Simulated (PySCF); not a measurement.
C3H2F4. Atoms are numbered in the order given.

```xyz
9

C      1.0793     1.7147     0.0000
C      0.0157     0.9214     0.0000
F     -1.2374     1.3809     0.0000
C      0.0438    -0.5885     0.0000
F     -0.5803    -1.0768     1.0809
F     -0.5803    -1.0768    -1.0809
F      1.3016    -1.0461     0.0000
H      2.0798     1.2851     0.0000
H      0.9564     2.7990     0.0000
```

Coordinates come from a B3LYP-D3(BJ)/def2-SVP optimisation.

All values below come from PySCF with B3LYP/def2-TZVP.

Symmetry labels are those of the subgroup Cs that the program uses (full group Cs).

**Question.** List the valence orbital energies around the gap with their symmetry. (An estimate is asked for; the answer gives what the named calculation found.)

**Answer.** 
| orbital | symmetry | energy (eV) |
|---|---|---|
| HOMO−7 | A" | -13.23 |
| HOMO−6 | A' | -13.11 |
| HOMO−5 | A' | -12.57 |
| HOMO−4 | A" | -12.25 |
| HOMO−3 | A' | -11.79 |
| HOMO−2 | A" | -11.76 |
| HOMO−1 | A' | -10.77 |
| HOMO | A" | -8.30 |
| LUMO | A" | -1.07 |
| LUMO+1 | A' | 1.44 |
| LUMO+2 | A' | 1.59 |
| LUMO+3 | A' | 2.61 |
